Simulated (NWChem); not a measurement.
Molecule: InF₂, doublet; SMILES [F][In][F]

```xyz
3

In     0.0000     0.0000     0.2725
F     -1.6912     0.0000    -0.7418
F      1.6912     0.0000    -0.7418
```
Atoms are numbered in this order, from 1.

Computed with NWChem. Spin-unrestricted. In the optimisation the excess spin sits in a1 (C2v, its own frame). Geometry: optimised at PBE0/def2-SVP, spin-unrestricted. This spin state was assumed; another may lie lower. No stability test was run on the SCF state. def2 effective core potentials on In; no spin-orbit coupling. Vertical excitations in the gas phase. Excited states of an open shell can be spin-contaminated.

### Question
Estimate the computed values for CAM-B3LYP/def2-SVP, TDA. Quantities: lowest excitation (eV); lowest empty minus highest occupied level, either spin (eV).

### Answer
| Quantity | Result |
|---|---|
| lowest excitation (eV) | 3.64 |
| lowest empty minus highest occupied level, either spin (eV) | 5.14 |
